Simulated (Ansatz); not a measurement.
Program: Ansatz. Geometries: PBE0-D4/def2-TZVP. ΔE: electronic, gas phase. CCSD(T)/CBS is the MP2 limit (def2-TZVPP, def2-QZVPP) plus CCSD(T) − MP2 in def2-TZVPP, frozen cores. Functionals use def2-TZVPP. B3LYP here is the variant with VWN-RPA as its local correlation; programs differ in this. Elements past krypton have def2 core potentials. For Ge, Sn outer-core shells are correlated without core-valence functions, which leaves a few kJ/mol of doubt a bond. Scalar relativity is left out up to krypton. One conformer a species, not always the lowest.

Consider the redistribution: `[SiH3][SiH2][O][SnH3]` + `B[CH2][GeH2][Cl]` → `Cl[SiH2][O][SnH3]` + `B[CH2][GeH2][SiH3]`.

| level | ΔE (kcal/mol) |
| --- | --- |
| PBE-D4 | -15.1 |
| r2SCAN-D4 | -15.8 |
| PBE0-D4 | -15.1 |
| ωB97X-V | -14.2 |
| ωB97M-V | -16.5 |
| B2PLYP | -14.1 |
| B3LYP | -12.8 |
| SCS-MP2/def2-TZVPP | -14.9 |

What does CCSD(T)/CBS give? (Estimate.)

The calculation gave: -16.1 kcal/mol. The listed levels differ from it by 1.0, 0.3, 1.0, 1.9, -0.4, 2.0, 3.3, 1.2 kcal/mol.

Largest T1 diagnostic among the species: 0.014.

The D4 term adds −1.6 kcal/mol with B3LYP and −0.8 kcal/mol with PBE0; it sums over pairs of atoms, weighted by their polarisabilities, and B3LYP, whose exchange is more repulsive, gets the larger term. In def2-TZVPP, CCSD(T) changes the Hartree–Fock value by −5.3 kcal/mol (the triples alone add −0.7 kcal/mol) and MP2 by −6.8 kcal/mol.
